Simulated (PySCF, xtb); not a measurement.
Al(All)(H)2 (C₃H₇Al), SMILES C=C[CH2][AlH2]. The values are those of a single conformer.

Harmonic wavenumbers (cm⁻¹) from GFN2-xTB (xtb) at its own minimum, in rising order: 70, 91, 163, 367, 410, 500, 538, 655, 662, 770, 854, 939, 992, 1000, 1056, 1158, 1290, 1397, 1430, 1664, 1768, 1777, 2891, 2929, 3016, 3076, 3121.

Q: What does PySCF with PBE-D3(BJ)/def2-SVP give at its own minimum? (An estimate is asked for; the answer gives what the named calculation found.)

A: 90, 358, 416, 437, 447, 485, 511, 681, 718, 762, 775, 831, 894, 996, 1012, 1201, 1230, 1353, 1428, 1522, 1887, 1904, 3059, 3066, 3070, 3180, 3181. Paired by order, the mean absolute difference is 80 cm⁻¹ and the zero-point energies are 49.4 and 50.7 kcal/mol.
